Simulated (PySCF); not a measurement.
## Two-component Hartree-Fock for Se²⁹⁺ (selenium, charge +29)

Start: [He] 2s2 2p1; 2p1/2 filled at m_j = +1/2. Calculated with PySCF 2.14 in an even-tempered Gaussian basis (17 s from 10 bohr⁻², ratio 2.4; 12 p from 13 bohr⁻², ratio 2.4; 5 d from 45 bohr⁻², ratio 2.6; 4 f from 67 bohr⁻², ratio 2.6): generalised Hartree-Fock with the X2C-1e Hamiltonian and a Gaussian nucleus; one run each with spin-orbit coupling (SO) switched off, then screened by Boettger's factors.

```csv
spinor shell,electrons,"ε, spin-free (eV)","ε, screened SO (eV)",weight of nominal j (screened SO),"rms radius, screened SO (bohr)"
1s1/2,2,-14817.9,-14815.4,1.000,0.0504
2s1/2,2,-3371.8,-3371.1,1.000,0.198
2p1/2,1,-3274.9,-3308.2,1.000,0.170
```

| quantity | spin-free | screened SO |
| --- | --- | --- |
| E (hartree) | -1535.15491 | -1536.37940 |
| M_J | 1/2 | 1/2 |
| ⟨J²⟩ | 1.115 | 0.750 |
| ⟨L²⟩ | 2.000 | 2.000 |
| ⟨S²⟩ | 0.750 | 0.750 |

Each row is a mean over spinors that exchange with the open shell spreads, by up to 8.841 eV (2s1/2).

Without spin-orbit coupling the j labels of p, d and f shells carry no meaning; the spin-free column gives the mean over the occupied spinors of each nl shell, and its ⟨J²⟩ belongs to a mixture of degenerate components.
